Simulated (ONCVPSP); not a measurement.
**krypton (Kr), ONCV: configuration errors across variants**

krypton (Kr), optimised norm-conserving Vanderbilt (ONCV), made with ONCVPSP 4.0.1 (PBE, scalar-relativistic). Core [Ar] 3d10, reference 4s2 4p6. Waves: 4s: rc 1.25 bohr, ncon 3, nbas 7, qcut 5.6 1/bohr, 1 projector; 4p: rc 1.40 bohr, ncon 4, nbas 7, qcut 6.5 1/bohr, 1 projector. Local part: polynomial inside 1.15 bohr (lpopt 5, dvloc0 0 Ha). Core correction: Teter function, fcfact 4.25, rcfact 1.25.

All-electron excitation energies from the reference (eV): (1) 4s2 4p5 14.289; (2) 4s2 4p4 39.464; (3) 4s2 4p3 76.539; (4) 4s1 4p6 28.797.

4 further variants failed, have other tests or too few solved ones, and are left out.

A true bound ghost makes a file unfit for plane-wave use even where its test errors are small: the radial tests pick states by their node count and pass the ghost by.

Errors AE − PS in meV (a dash: test not solved or not reliable):

```csv
change,(1),(2),(3),(4),bound ghosts,GHOST(+) flags above zero
base,+3.9,+31,+114,+9.3,s,none
s: qcut 3.5; p: qcut 4.1,+6.8,+52,+189,+21,s,none
s: qcut 4.5; p: qcut 5.2,+5.3,+41,+152,+14,s,none
s: qcut 5; p: qcut 5.8,+4.5,+36,+133,+12,s,none
```

Question: Give the same row for: s: qcut 5.4; p: qcut 6.3.

Answer: +4.1, +33, +120, +9.9; bound ghosts: s; GHOST(+) flags above zero: none.
